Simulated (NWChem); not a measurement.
SiF3, doublet; SMILES F[Si](F)F

Program: NWChem. Spin-unrestricted. In the optimisation the excess spin sits in a (C3, its own frame). All runs use the structure optimised with PBE0/def2-SVP, spin-unrestricted. No stability test was run on the SCF state.

For level TPSS/pcseg-1:

```
Item                         Value
---------------------------  -----
highest occupied level (eV)  -6.88
dipole (D)                    1.44
```

How do the values read with level TPSS/def2-SVP instead?


| Item | Result |
|---|---|
| highest occupied level (eV) | -6.57 |
| dipole (D) | 1.20 |
